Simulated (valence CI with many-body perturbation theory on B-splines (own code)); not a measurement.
# E1 line list for Se²⁰⁺

Level of theory: valence CI with perturbative core correlation (CI+MBPT): four valence electrons over a frozen Dirac-Fock core [Ne], a basis of 11 s, 11 p, 9 d, 7 f, 5 g, 2 h, 1 i functions for each j, with the one-electron correlation potential Σ1 (screened to all orders), the two-electron term Σ2, the three-electron term Σ3, Breit, model QED; selected single and double excitations, second order for the rest (own B-spline code, finite nucleus).

No measured levels were compared; by estimate levels of excited configurations hold to 0.05 to 0.15 % of their energy, terms of the ground configuration to about 0.5 %.

Lines 101 to 150 of 223 in falling wavelength, among levels below 167.76 eV, chosen from the strongest by gf and those to the six lowest levels. Wavelengths and rates use the calculated energies, so an error of 300 cm⁻¹ moves a line at 15.56 nm by 0.047 % and its rate by three times that or more. Electric multipoles are in the length gauge, E1 and E2 with the static RPA response of the core. Weak lines are less certain than strong ones. Lines between different terms over intervals too small for the method are left out, as are lines whose strength nearly cancels. Where a level lies close to another of its J and parity, the split of strength between their lines is uncertain. The highest levels of a list are the least certain.

Names give the largest LS component (configuration and term), which can be under half, so a name can repeat, a term be missing and a line seem to break the LS rules; names also repeat where a configuration has a term twice. Letters in brackets count levels of one name in rising energy.

| λ vac (nm) | Upper | Lower | A (s⁻¹) | S (a.u.) with core polarisation | S without |
| --- | --- | --- | --- | --- | --- |
| 15.56 | 3s 3p2 3d 5P_3 | 3s 3p3 3D°_3 | 2.46e+09 | 3.20e-02 | 3.29e-02 |
| 15.56 | 3s2 3p 3d 3P°_1 | 3s2 3p2 1S_0 | 8.56e+07 | 4.78e-04 | 4.94e-04 |
| 15.55 | 3s2 3p 3d 3P°_2 [a] | 3s2 3p2 1D_2 | 7.02e+09 | 6.51e-02 | 6.71e-02 |
| 15.51 | 3s 3p2 3d 3D_1 [c] | 3s2 3p 3d 3F°_2 | 2.63e+10 | 1.45e-01 | 1.50e-01 |
| 15.46 | 3s 3p2 3d 3G_3 | 3s 3p3 3P°_2 | 2.82e+09 | 3.59e-02 | 3.70e-02 |
| 15.45 | 3s 3p2 3d 5F_2 | 3s 3p3 5S°_2 | 5.77e+08 | 5.25e-03 | 5.40e-03 |
| 15.41 | 3s 3p2 3d 3F_3 [c] | 3s2 3p 3d 3F°_2 | 3.30e+09 | 4.17e-02 | 4.30e-02 |
| 15.41 | 3s 3p3 3S°_1 | 3s2 3p2 3P_1 | 2.51e+10 | 1.36e-01 | 1.40e-01 |
| 15.35 | 3s 3p2 3d 5P_2 | 3s 3p3 3D°_3 | 3.12e+09 | 2.79e-02 | 2.86e-02 |
| 15.28 | 3s2 3p 3d 3F°_2 | 3s2 3p2 3P_1 | 1.30e+09 | 1.14e-02 | 1.17e-02 |
| 15.26 | 3s2 3p 3d 3F°_3 | 3s2 3p2 3P_2 | 3.74e+09 | 4.59e-02 | 4.71e-02 |
| 15.26 | 3s2 3p 3d 3D°_1 | 3s2 3p2 1D_2 | 5.91e+09 | 3.11e-02 | 3.20e-02 |
| 15.26 | 3s 3p2 3d 1P_1 | 3s2 3p 3d 1D°_2 | 2.77e+10 | 1.46e-01 | 1.50e-01 |
| 15.14 | 3p4 3P_1 | 3s 3p3 5S°_2 | 3.57e+07 | 1.84e-04 | 1.89e-04 |
| 15.10 | 3s 3p2 3d 5F_3 | 3s 3p3 5S°_2 | 1.08e+09 | 1.28e-02 | 1.32e-02 |
| 15.08 | 3s 3p2 3d 3P_2 [a] | 3s 3p3 3D°_3 | 2.70e+10 | 2.28e-01 | 2.35e-01 |
| 15.01 | 3s 3p2 3d 3P_0 [a] | 3s 3p3 3P°_1 | 3.03e+10 | 5.07e-02 | 5.22e-02 |
| 14.86 | 3s 3p2 3d 3P_1 [b] | 3s2 3p 3d 1D°_2 | 5.08e+09 | 2.47e-02 | 2.54e-02 |
| 14.73 | 3p4 1D_2 | 3s 3p3 5S°_2 | 6.81e+07 | 5.38e-04 | 5.52e-04 |
| 14.65 | 3s 3p2 3d 3P_2 [a] | 3s 3p3 3D°_2 | 2.93e+10 | 2.28e-01 | 2.34e-01 |
| 14.60 | 3s 3p2 3d 1F_3 | 3s 3p3 3P°_2 | 2.33e+10 | 2.50e-01 | 2.57e-01 |
| 14.56 | 3s 3p2 3d 3P_2 [b] | 3s2 3p 3d 1D°_2 | 4.53e+09 | 3.45e-02 | 3.55e-02 |
| 14.56 | 3s 3p2 3d 3P_2 [a] | 3s 3p3 3D°_1 | 7.81e+09 | 5.95e-02 | 6.12e-02 |
| 14.43 | 3s2 3p 3d 3D°_2 | 3s2 3p2 1D_2 | 2.46e+10 | 1.83e-01 | 1.88e-01 |
| 14.34 | 3s 3p2 3d 3D_3 [b] | 3s2 3p 3d 1D°_2 | 1.44e+10 | 1.47e-01 | 1.51e-01 |
| 14.33 | 3s 3p3 3S°_1 | 3s2 3p2 3P_0 | 1.46e+10 | 6.34e-02 | 6.53e-02 |
| 14.33 | 3s 3p2 3d 5D_1 | 3s 3p3 5S°_2 | 1.08e+09 | 4.71e-03 | 4.83e-03 |
| 14.31 | 3s 3p2 3d 5D_2 | 3s 3p3 5S°_2 | 3.65e+09 | 2.64e-02 | 2.71e-02 |
| 14.29 | 3s 3p3 1P°_1 | 3s2 3p2 3P_2 | 1.26e+08 | 5.44e-04 | 5.56e-04 |
| 14.26 | 3s 3p2 3d 5D_3 | 3s 3p3 5S°_2 | 5.40e+09 | 5.41e-02 | 5.56e-02 |
| 14.20 | 3s 3p2 3d 3F_3 [c] | 3s2 3p 3d 1D°_2 | 6.75e+09 | 6.68e-02 | 6.88e-02 |
| 14.19 | 3s2 3p 3d 3D°_3 | 3s2 3p2 1D_2 | 1.28e+10 | 1.27e-01 | 1.30e-01 |
| 14.15 | 3s 3p2 3d 3F_3 [b] | 3s 3p3 3P°_2 | 3.54e+09 | 3.47e-02 | 3.57e-02 |
| 14.14 | 3s2 3p 3d 3P°_1 | 3s2 3p2 1D_2 | 1.77e+10 | 7.43e-02 | 7.64e-02 |
| 14.11 | 3s 3p2 3d 1P_1 | 3s 3p3 3P°_2 | 2.25e+10 | 9.35e-02 | 9.62e-02 |
| 14.01 | 3s2 3p 3d 3P°_2 [a] | 3s2 3p2 3P_2 | 3.13e+10 | 2.12e-01 | 2.18e-01 |
| 14.01 | 3s 3p2 3d 3P_1 [a] | 3s 3p3 3D°_2 | 7.81e+09 | 3.18e-02 | 3.27e-02 |
| 13.99 | 3s 3p2 3d 3D_1 [b] | 3s 3p3 3P°_0 | 1.55e+10 | 6.27e-02 | 6.44e-02 |
| 13.97 | 3s 3p2 3d 1P_1 | 3s 3p3 3P°_0 | 1.20e+10 | 4.86e-02 | 5.00e-02 |
| 13.96 | 3s2 3p 3d 3P°_2 [b] | 3s2 3p2 1D_2 | 6.53e+10 | 4.39e-01 | 4.51e-01 |
| 13.94 | 3s 3p2 3d 3P_0 [b] | 3s 3p3 3P°_1 | 5.80e+10 | 7.75e-02 | 7.97e-02 |
| 13.92 | 3s 3p2 3d 3D_2 [c] | 3s 3p3 3P°_1 | 4.51e+10 | 3.01e-01 | 3.09e-01 |
| 13.92 | 3s 3p2 3d 3P_1 [a] | 3s 3p3 3D°_1 | 4.72e+10 | 1.89e-01 | 1.94e-01 |
| 13.92 | 3s 3p2 3d 3D_2 [a] | 3s 3p3 3D°_3 | 1.04e+10 | 6.89e-02 | 7.09e-02 |
| 13.84 | 3s 3p3 1P°_1 | 3s2 3p2 3P_1 | 1.70e+10 | 6.67e-02 | 6.87e-02 |
| 13.80 | 3s 3p2 3d 3G_4 | 3s 3p3 3D°_3 | 2.00e+09 | 2.34e-02 | 2.40e-02 |
| 13.77 | 3s2 3p 3d 3D°_1 | 3s2 3p2 3P_2 | 2.67e+09 | 1.03e-02 | 1.06e-02 |
| 13.76 | 3s 3p2 3d 3F_2 | 3s 3p3 5S°_2 | 7.17e+08 | 4.60e-03 | 4.73e-03 |
| 13.75 | 3s 3p2 3d 3P_1 [b] | 3s 3p3 3P°_1 | 2.98e+10 | 1.15e-01 | 1.18e-01 |
| 13.64 | 3s 3p2 3d 3D_3 [a] | 3s 3p3 3D°_3 | 3.35e+10 | 2.94e-01 | 3.02e-01 |
